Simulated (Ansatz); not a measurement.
Geometry optimisation, RHF/def2-SVP in Ansatz.

The input (input.yaml):

```yaml
crystal:
  periodic: [false, false, false]
  atoms:
    - { symbol: Ge, position_ang: [0.221879, -0.010576, 0.173528] }
    - { symbol: Ge, position_ang: [0.200583, -0.002951, 2.590005] }
    - { symbol: H, position_ang: [-0.840102, -1.018383, 3.09522] }
    - { symbol: H, position_ang: [1.576717, -0.430225, 3.126795] }
    - { symbol: H, position_ang: [-0.153359, 1.386771, 3.140871] }
    - { symbol: H, position_ang: [1.603949, -0.36464, -0.392824] }
    - { symbol: H, position_ang: [-0.307448, 1.25115, -0.500821] }
    - { symbol: F, position_ang: [-0.810709, -1.32661, -0.305841] }
    - { symbol: Br, position_ang: [-3.18984, 0.704357, 1.108691] }
    - { symbol: H, position_ang: [-2.46557, -0.294994, 1.943576] }
basis:
  gaussian: { orbitals: def2-SVP }
hamiltonian:
  xc: hf
relax:
  f_tol: 0.03
  max_steps: 50
```

Command:

```bash
$ ansatz run input.yaml --threads 4 --pin off --max-ram 5120MiB --backend cpu --events-out ev --progress --plain --runs-dir out
```

Question: Where does it end, and by what steps?

Answer: The forces met the threshold. After 28 steps the energy has fallen by 0.469 eV; Br9 moved furthest, 1.36 Å.

```
step  energy less start (eV)  largest force component (eV/Å)  accepted
   0                  0.0000                           1.239       yes
   1                 -0.1987                           0.243       yes
   2                 -0.2513                           0.227       yes
   3                 -0.2760                           0.133       yes
   4                 -0.2956                           0.300       yes
   5                 -0.3165                           0.419       yes
   6                 -0.3379                           0.308       yes
   7                 -0.3541                           0.611       yes
   8                 -0.3681                           0.873       yes
   9                 -0.3924                           0.760       yes
  10                 -0.4170                           0.212       yes
  11                 -0.4255                           0.078       yes
  12                 -0.4285                           0.148       yes
  13                 -0.4309                           0.107       yes
  14                 -0.4361                           0.054       yes
  15                 -0.4397                           0.247       yes
  16                 -0.4448                           0.155       yes
  17                 -0.4552                           0.042       yes
  18                 -0.4582                           0.076       yes
  19                 -0.4497                           0.377        no
  20                 -0.4409                           0.264        no
  21                 -0.4617                           0.038       yes
  22                 -0.4647                           0.112       yes
  23                 -0.4658                           0.112       yes
  24                 -0.4674                           0.105       yes
  25                 -0.4681                           0.092       yes
  26                 -0.4685                           0.060       yes
  27                 -0.4686                           0.039       yes
  28                 -0.4688                           0.013       yes
```

```xyz
10
Properties=species:S:1:pos:R:3
Ge 0.406 -0.059 0.239
Ge 0.488 0.081 2.689
H -0.097 -1.197 3.291
H 1.956 0.225 3.113
H -0.305 1.303 3.156
H 1.073 -1.304 -0.345
H 0.883 1.203 -0.482
F -1.288 -0.210 -0.190
Br -4.156 -0.020 1.734
H -3.124 -0.129 0.776
```

Whether the end is a true minimum wasn't checked by a vibrational analysis.

The run took 110 s on 4 threads of Arm Neoverse N1, with other jobs on the host, peak memory 0.43 GiB.
